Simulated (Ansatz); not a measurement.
Geometry optimisation, RKS B3LYP-D4/def2-SVP (Ansatz).

input.yaml

```yaml
crystal:
  periodic: [false, false, false]
  atoms:
    - { symbol: "N", position_ang: [0.0025, -1.1674, 1.6329] }
    - { symbol: C, position_ang: [0.0602, -0.5661, 0.2788] }
    - { symbol: F, position_ang: [1.0771, -1.1903, -0.3933] }
    - { symbol: O, position_ang: [0.3956, 0.8274, 0.3779] }
    - { symbol: Al, position_ang: [0.203, 1.6304, -1.2991] }
    - { symbol: H, position_ang: [0.66993, -1.91041, 1.6625] }
    - { symbol: H, position_ang: [0.40046, -0.39307, 2.272] }
    - { symbol: H, position_ang: [-0.8509, -0.7424, -0.2735] }
    - { symbol: H, position_ang: [-1.196, 2.2308, -1.7441] }
    - { symbol: H, position_ang: [1.4953, 1.7439, -2.1903] }
basis:
  gaussian: { orbitals: def2-SVP }
hamiltonian:
  xc: b3lyp
  dispersion: d4
relax:
  f_tol: 0.015
  max_steps: 40
```

Command:

```bash
$ ansatz run input.yaml --threads 2 --pin off --max-ram 3072MiB --backend cpu --events-out ev --progress --plain --runs-dir out
```

Problem. Where does it end, and by what steps?

Solution. The run converged. After 28 steps the energy has fallen by 2.768 eV; F3 moved furthest, 2.16 Å. Parted: C2–F3 (1.37 → 2.78 Å). Joined: F3–Al5 (3.09 → 1.71 Å).

| step | energy less start (eV) | largest force component (eV/Å) | accepted |
| --- | --- | --- | --- |
| 0 | 0.0000 | 3.240 | yes |
| 1 | -0.3534 | 1.376 | yes |
| 2 | -0.5289 | 0.647 | yes |
| 3 | -0.6150 | 0.428 | yes |
| 4 | -0.6728 | 0.748 | yes |
| 5 | -0.7506 | 0.377 | yes |
| 6 | -0.8059 | 0.327 | yes |
| 7 | -0.8444 | 0.468 | yes |
| 8 | -0.9370 | 0.463 | yes |
| 9 | -1.1540 | 1.057 | yes |
| 10 | -1.3655 | 2.632 | yes |
| 11 | -1.8819 | 1.691 | yes |
| 12 | -2.2545 | 1.188 | yes |
| 13 | -2.3538 | 1.156 | yes |
| 14 | -2.4561 | 0.602 | yes |
| 15 | -2.4686 | 0.727 | yes |
| 16 | -2.5088 | 0.328 | yes |
| 17 | -2.5257 | 0.367 | yes |
| 18 | -2.5683 | 0.222 | yes |
| 19 | -2.6046 | 0.467 | yes |
| 20 | -2.6319 | 0.695 | yes |
| 21 | -2.6737 | 0.677 | yes |
| 22 | -2.7194 | 0.487 | yes |
| 23 | -2.7575 | 0.197 | yes |
| 24 | -2.7661 | 0.167 | yes |
| 25 | -2.7677 | 0.088 | yes |
| 26 | -2.7679 | 0.032 | yes |
| 27 | -2.7679 | 0.103 | yes |
| 28 | -2.7682 | 0.014 | yes |

```xyz
10
Properties=species:S:1:pos:R:3
N 0.213 -0.931 1.903
C 0.198 -0.530 0.636
F 0.076 -0.396 -2.137
O 0.309 0.664 0.312
Al 0.269 1.209 -1.568
H 0.121 -1.911 2.140
H 0.319 -0.247 2.648
H 0.079 -1.306 -0.141
H -1.047 2.097 -1.664
H 1.719 1.816 -1.806
```

Whether the end is a true minimum wasn't checked by a vibrational analysis.

Run time: 2.8 min on 2 threads of Intel(R) Xeon(R) Processor @ 2.50GHz (Skylake/Cascade Lake) (shared host), peak memory 0.22 GiB.
